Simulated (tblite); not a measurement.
Species: C₆H₆FOS (doublet state).
Cartesian coordinates in Å at the GFN2-xTB level; atoms count from 1:
```
atom  x, y, z in Å
C1     3.0202    0.0140   -0.0088
C2     1.7410    0.1018    0.0960
C3     0.4044    0.1924    0.1896
C4    -0.2805    1.1465    0.9166
S5    -2.0594    1.0337    0.8354
O6    -2.4856    1.8603   -0.2998
C7    -1.8644   -0.7023    0.1221
F8    -1.9394   -1.5839    1.1708
C9    -0.5048   -0.7723   -0.5449
H10    3.5736    0.5251   -0.7860
H11    3.6209   -0.5726    0.6741
H12    0.1823    1.9287    1.4861
H13   -2.7060   -0.9076   -0.5443
H14   -0.1151   -1.7912   -0.5094
H15   -0.5916   -0.4645   -1.5891
```

All values are computed: GFN2-xTB (tblite) harmonic vibrations without scaling, gas phase. The method is semi-empirical: single wavenumbers can be off by several per cent or more. One conformer, not necessarily the lowest. Open shells enter through the occupations alone, without spin polarisation, and single modes of such species can be off by tens of per cent.

Harmonic wavenumbers (cm⁻¹): 56.7, 71.7, 128.4, 176.1, 198.6, 283.5, 344.7, 379.4, 431.0, 441.9, 465.5, 489.8, 564.9, 621.5, 686.4, 758.3, 849.9, 865.2, 896.9, 918.0, 1016.9, 1049.5, 1089.0, 1104.0, 1126.0, 1159.0, 1217.2, 1264.4, 1284.3, 1348.8, 1414.0, 1432.3, 1970.5, 2961.3, 2981.5, 2993.1, 3007.6, 3020.3, 3154.0.

A = 2396, B = 995.1, C = 806.3 MHz; mass 145.012 u (most abundant isotopes); point group C1, symmetry number 1; spin multiplicity 2.

Zero-point energy?

Half the sum of the wavenumbers: 22111 cm⁻¹ = 264.51 kJ/mol.

Entropy at 500 K, 1 bar (ideal gas, RRHO, classical rotation)?

Translation 181.67, rotation 129.89, vibration 183.97, spin (R ln 2) 5.76: S = 501.3 J/(mol K).

And Cp and H(500 K) − H(0)?

Cp = 212.65 J/(mol K), of which vibrations give 179.39 (their classical limit is 39 R = 324.3); H(500 K) − H(0) = 64.45 kJ/mol without the zero-point energy, 47.82 from vibrations.

What must be added to the electronic energy to get the Gibbs energy at 500 K and 1 bar?

ZPE + [H(500 K) − H(0)] − T·S = 264.51 + 64.45 − 250.65 = 78.31 kJ/mol.

Which modes carry the vibrational entropy at 500 K?

56.7 cm⁻¹: 23.40; 71.7 cm⁻¹: 21.45; 128.4 cm⁻¹: 16.64; 176.1 cm⁻¹: 14.05; 198.6 cm⁻¹: 13.08; 283.5 cm⁻¹: 10.23 J/(mol K); the other 33 give 85.11 together.

How do the functions run with temperature in this model?

| T (K) | S (J/(mol K)) | Cp (J/(mol K)) | H − H(0) (kJ/mol) | G − H(0) (kJ/mol) | ln q(vib) |
| --- | --- | --- | --- | --- | --- |
| 100 | 292.9 | 71.8 | 5.09 | -24.20 | 1.37 |
| 200 | 355.3 | 112.7 | 14.33 | -56.73 | 3.61 |
| 300 | 408.4 | 151.7 | 27.57 | -94.96 | 5.95 |
| 800 | 613.9 | 264.9 | 136.92 | -354.18 | 17.20 |
| 1000 | 675.4 | 286.1 | 192.14 | -483.26 | 21.18 |

q(vib) and H(0) count from the zero-point level.

Blend soft modes into free rotors: weight 1/[1 + (100 cm⁻¹/ν̃)⁴] for the oscillator and the rest for a rotor with moment μB/(μ + B), μ = h/(8π²ν), B = 10⁻⁴⁴ kg m². What vibrational entropy results?

171.67 J/(mol K) in place of 183.97, which changes −T·S at 500 K by +6.15 kJ/mol.

Hindered rotation and anharmonicity are outside this model. Other conformers, if any are populated, would add a mixing term that is left out. The structure is chiral; the term R ln 2 for an equal mix with its mirror image is left out.
